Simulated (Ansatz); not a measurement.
```
atom    x (Å)    y (Å)    z (Å)
  Ti  -0.0017   0.0008  -0.3986
   O  -0.0028   1.3163   0.5370
   O  -0.0056  -1.3334   0.5376
```

Basis set: STO-3G (spherical functions). Frozen core: 7 orbitals. Charge 0, multiplicity 1.

Computed with Ansatz (development build ahead of 0.2.0); each method stands on the lowest determinant of its kind that the runs found. Restricted open shells among the atoms or ions are ROHF, correlated in semicanonical orbitals with singles.

Question: Give the atomization energy at this shape (free ground-state atoms in the same class of orbitals less the molecule, no zero-point energy) of singlet TiO₂ by RHF-MP2, RHF.

Answer:

| method | atomization energy |
| --- | --- |
| RHF-MP2 | 13.38 eV |
| RHF | 7.62 eV |

Caution: no unrestricted run beside it, a lower state can exist; other spin multiplicities were not run.

This basis has no polarisation functions and is too small for such energies, which can lie far from measured ones in either direction.
